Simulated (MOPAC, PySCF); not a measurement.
[Ti(OH)(NH2)3], neutral singlet in the gas phase. 

Z-matrix (Å, degrees):
```
Ti
O 1 1.8125
H 2 0.9706 1 131.57
N 1 1.8971 2 110.15 3 123.73
H 4 1.0237 1 126.17 2 140.95
H 4 1.0252 5 108.96 1 164.44
N 1 1.8972 2 113.35 3 6.14
H 7 1.0225 1 126.33 2 114.34
H 7 1.0250 8 109.53 1 -178.21
N 1 1.8993 2 110.69 3 -112.88
H 10 1.0234 1 125.02 2 152.41
H 10 1.0243 11 109.44 1 175.79
```
Charge 0, spin multiplicity 1.

All levels are single points at this geometry (TPSS-D3(BJ)/def2-SVP); Pople sets use spherical d functions. Orbital energies aren't observables, and empty levels follow the basis.

TPSSh-D3(BJ)/def2-TZVP in PySCF gives dipole (D) = 1.02.

Q: Estimate the dipole (D) from each of these levels: B3LYP-D3(BJ)/def2-TZVP in PySCF; PBE-D3(BJ)/def2-TZVP in PySCF; B3LYP/3-21G in PySCF; B3LYP/6-311+G** (LANL2DZ on Ti) in PySCF; B3LYP/6-31G* (LANL2DZ on Ti) in PySCF; B3LYP/LANL2DZ in PySCF; SVWN5/6-31G* (LANL2DZ on Ti) in PySCF; HF/3-21G in PySCF; HF/6-31G* (LANL2DZ on Ti) in PySCF; HF/STO-3G in PySCF; PM6 in MOPAC; PM7 in MOPAC.

A: 
```json
[
 {"level": "B3LYP-D3(BJ)/def2-TZVP in PySCF", "dipole (D)": "1.06"},
 {"level": "PBE-D3(BJ)/def2-TZVP in PySCF", "dipole (D)": "1.01"},
 {"level": "B3LYP/3-21G in PySCF", "dipole (D)": "1.25"},
 {"level": "B3LYP/6-311+G** (LANL2DZ on Ti) in PySCF", "dipole (D)": "1.11"},
 {"level": "B3LYP/6-31G* (LANL2DZ on Ti) in PySCF", "dipole (D)": "1.11"},
 {"level": "B3LYP/LANL2DZ in PySCF", "dipole (D)": "1.33"},
 {"level": "SVWN5/6-31G* (LANL2DZ on Ti) in PySCF", "dipole (D)": "1.12"},
 {"level": "HF/3-21G in PySCF", "dipole (D)": "1.36"},
 {"level": "HF/6-31G* (LANL2DZ on Ti) in PySCF", "dipole (D)": "1.19"},
 {"level": "HF/STO-3G in PySCF", "dipole (D)": "0.80"},
 {"level": "PM6 in MOPAC", "dipole (D)": "1.29"},
 {"level": "PM7 in MOPAC", "dipole (D)": "1.39"}
]
```
